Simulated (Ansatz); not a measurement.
Which is lower?

The two ends of one reaction step of Si$_{2}$NH$_{9}$O, closed shell (PBE0-D4/def2-TZVP).

A:

```csv
atom,x (Å),y (Å),z (Å)
Si1,-1.0827,0.0546,-0.9899
H2,0.6334,2.2399,1.1656
O3,-0.6363,-1.0904,0.0969
Si4,0.2789,-1.4428,1.3996
H5,-1.9921,-0.6284,-1.9370
H6,-1.7489,1.1515,-0.2447
H7,1.2882,1.8809,1.1499
N8,0.1788,0.7584,-1.8920
H9,-0.1985,-0.6933,2.5920
H10,1.7020,-1.0836,1.1528
H11,0.1824,-2.8995,1.6639
H12,0.7639,1.4827,-1.5108
H13,0.6312,0.2697,-2.6463
```

B:

| atom | x (Å) | y (Å) | z (Å) |
| --- | --- | --- | --- |
| Si1 | -0.2669 | 0.0787 | -0.2648 |
| H2 | 1.1954 | 0.3126 | -0.1490 |
| O3 | -0.6132 | -1.0704 | 0.8854 |
| Si4 | -0.0699 | -1.8589 | 2.1955 |
| H5 | -0.6806 | -0.5567 | -1.5372 |
| H6 | -1.0915 | 1.2503 | 0.1162 |
| H7 | 0.6432 | 2.6979 | -1.6700 |
| N8 | 0.2526 | 1.8576 | -2.0790 |
| H9 | -0.7826 | -1.3919 | 3.4157 |
| H10 | 1.3909 | -1.6314 | 2.3868 |
| H11 | -0.3084 | -3.3181 | 2.0385 |
| H12 | -0.5872 | 2.1218 | -2.5800 |
| H13 | 0.9182 | 1.5085 | -2.7581 |

Computed with Ansatz 0.2.0 (basis: def2-TZVPP); correlated methods freeze the cores. B3LYP uses VWN-RPA correlation.

Question: Which structure is lower at CCSD(T), and by how much? (Judge from chemistry; the value comes from the calculation.)

Answer: The calculation gives: A, by 0.302 eV (electronic energy, against the other). By their contacts, A is a complex of Si₂NH₇O ([NH2][SiH2][O][SiH3]) + H₂ and B is a complex of Si₂H₆O ([SiH3][O][SiH3]) + NH₃.

All methods give the same order:

| method | E(B) − E(A) (eV) |
| --- | --- |
| SPW92 | 0.170 |
| PBE-D4 | 0.253 |
| BLYP-D4 | 0.336 |
| r2SCAN-D4 | 0.323 |
| B97M-V | 0.283 |
| PBE0-D4 | 0.260 |
| B3LYP-D4 | 0.333 |
| r2SCAN0-D4 | 0.315 |
| BHLYP-D4 | 0.334 |
| CAM-B3LYP-D4 | 0.332 |
| wB97X-V | 0.302 |
| wB97M-V | 0.299 |
| B2PLYP | 0.320 |
| PBE-QIDH | 0.283 |
| RPA on PBE | 0.279 |
| HF | 0.353 |
| MP2 | 0.358 |
| CCSD | 0.298 |
| CCSD(T) | 0.302 |

No T1 diagnostic of these runs exceeds 0.011.

Labels in which every atom is bracketed show which atoms are joined, not bond orders.

For scale, one of the runs: CCSD(T)/def2-TZVPP, 272 basis functions, launched by `ansatz run in.yaml --threads 8 --pin off --events-out ev --progress --plain --max-ram 19148MiB`. The run took 94 s on 8 CPU threads of an Arm Neoverse V1 (shared host), with 6.9 GiB of host memory at its peak.
